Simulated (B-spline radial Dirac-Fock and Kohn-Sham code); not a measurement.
# Form factor and incoherent scattering function of Ta⁶¹⁺

System: Ta⁶¹⁺ in the configuration [Ne] 3s2.

Level of theory: configuration-average Dirac-Fock orbitals; a radial B-spline solver. f₀ is the Fourier transform of the spherical electron density, S the Waller-Hartree incoherent function, and s = sin θ/λ.

| s (Å⁻¹) | f₀ | S |
| --- | --- | --- |
| 0 | 12.000 | 0.000 |
| 0.05 | 11.998 | 0.004 |
| 0.1 | 11.990 | 0.016 |
| 0.15 | 11.979 | 0.035 |
| 0.2 | 11.962 | 0.062 |
| 0.25 | 11.941 | 0.097 |
| 0.3 | 11.915 | 0.139 |
| 0.35 | 11.885 | 0.188 |
| 0.4 | 11.850 | 0.244 |
| 0.45 | 11.811 | 0.306 |
| 0.5 | 11.767 | 0.374 |
| 0.6 | 11.668 | 0.526 |
| 0.7 | 11.553 | 0.698 |
| 0.8 | 11.424 | 0.885 |
| 0.9 | 11.281 | 1.084 |
| 1 | 11.127 | 1.292 |
| 1.1 | 10.961 | 1.504 |
| 1.2 | 10.787 | 1.719 |
| 1.4 | 10.416 | 2.144 |
| 1.6 | 10.025 | 2.552 |
| 1.8 | 9.623 | 2.935 |
| 2 | 9.220 | 3.290 |
| 2.5 | 8.245 | 4.083 |
| 3 | 7.363 | 4.803 |
| 3.5 | 6.584 | 5.492 |
| 4 | 5.893 | 6.149 |
| 5 | 4.699 | 7.320 |
| 6 | 3.705 | 8.275 |

f₀ starts at the number of electrons, 12, and has fallen to half at s ≈ 3.92 Å⁻¹. The sum of ⟨r²⟩ over the electrons is 0.1291 bohr².

Values without a named source are computed, but for edge energies of neutral atoms, which are taken from tables.
